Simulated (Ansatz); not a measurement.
**One arrangement of a pair**

The pair of F⁻ (SMILES [F-], atom 1) and SiH4O (SMILES [SiH3]O, atoms 2–7), both closed shells, in one local arrangement (a lower one may exist), relaxed at PBE0-D4/def2-TZVPD:

F1  (0.532, -0.332, -1.958)
Si2  (0.058, 0.037, -0.316)
O3  (-0.452, 0.522, 1.333)
H4  (-0.957, -1.089, -0.382)
H5  (-0.272, 1.438, -0.759)
H6  (1.450, -0.355, 0.147)
H7  (-0.358, -0.220, 1.934)
(Å)

Computed with Ansatz 0.2.0 (basis: def2-TZVPPD, with def2-QZVPPD for the basis limit); correlated methods freeze the cores. B3LYP uses VWN-RPA correlation. Extrapolation: Hartree–Fock as exp(−7.88 √X), correlation as X^−2.97. Interaction energies count from these two fragments, frozen as in the pair, with the counterpoise correction; negative means bound.

Problem. What is the interaction energy by CCSD(T) at an estimated basis limit (MP2 extrapolated from triple and quadruple zeta, plus CCSD(T) − MP2 in triple zeta)? (An estimate is asked for; the value comes from the calculation.)

Solution. Computed: -310.8 kJ/mol. Hartree–Fock alone gives -313.9 kJ/mol at the basis limit. It counts from the two fragments frozen as in the pair.

The same quantity by other methods in triple zeta, and each one's difference from that estimate:
```tsv
method	E_int (kJ/mol)	difference
PBE-D4	-286.7	24.1
revPBE-D4	-279.1	31.7
BLYP-D4	-272.2	38.6
r2SCAN-D4	-310.8	0.0
B97M-V	-315.7	-4.9
PBE0-D4	-307.6	3.2
B3LYP-D4	-293.1	17.7
HSE06-D4	-307.5	3.3
wB97X-V	-304.7	6.0
wB97M-V	-308.4	2.3
B2PLYP	-292.4	18.4
HF	-310.1	0.7
MP2	-298.2	12.6
CCSD	-301.5	9.3
CCSD(T)	-298.9	11.8
```
Differences are method less estimate.

Problem. Which atoms make the shortest contact between the fragments?

Solution. F1 and Si2, 1.75 Å apart.

Energy to bend the free fragments (PBE0-D4 minima) into their shapes in the pair, CCSD(T)/def2-TZVPPD: SiH4O 114.1 kJ/mol. This must be added to the interaction energy to get the binding energy from relaxed fragments.

Basis-set superposition shift (counterpoise-corrected less uncorrected): CCSD(T) 8.3; MP2 8.2; HF 0.7; PBE0-D4 0.8; wB97M-V 0.6 kJ/mol.

The T1 diagnostic stays at or below 0.023.

For scale, one of the runs: CCSD(T)/def2-TZVPPD, 196 basis functions, launched by `ansatz run in.yaml --threads 2 --pin off --events-out ev --progress --plain --max-ram 5222MiB`. Time: 34 s of wall clock on 2 CPU threads of an Intel Xeon Platinum 8375C; the host was shared. Peak host memory: 2.3 GiB.
